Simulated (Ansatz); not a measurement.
C2H5NTe, SMILES `C=NC[TeH]`, relaxed with RKS PBE-D4/def2-SVP in Ansatz from a rough embedded geometry. The force threshold is 0.03 eV/Å; the program also tests the step.

Charge 0, multiplicity 1. Te: def2 effective core potential.

Start:

```xyz
9

C     0.605    0.416    1.324
N     0.887    0.049    0.146
C    -0.019   -0.758   -0.592
Te   -1.814    0.322   -1.117
H    -0.277    0.210    1.847
H     1.367    1.101    1.862
H     0.428   -1.164   -1.489
H    -0.376   -1.666    0.067
H    -0.801    1.489   -2.048
```

(1) By how much does the energy fall, and how many steps does the optimiser take? (An estimate is asked.)

(2) Which bonds change most? (An estimate is asked.)

(3) Give the relaxed structure. (Estimate.)

Results:

(1) Computed: 51.88 kJ/mol, in 27 steps, 2 of them rejected.

(2) Computed: Te4–H9 from 1.805 to 1.683 Å; C3–Te4 from 2.160 to 2.262 Å; C1–H5 from 1.046 to 1.118 Å; C3–H8 from 1.177 to 1.109 Å.

(3) The calculation gave: 
```xyz
9

C     0.646    0.537    1.280
N     0.888   -0.457    0.527
C     0.051   -0.882   -0.533
Te   -1.905    0.165   -0.978
H    -0.274    1.163    1.168
H     1.365    0.792    2.084
H     0.608   -0.854   -1.490
H    -0.260   -1.935   -0.370
H    -1.119    1.472   -1.688
```
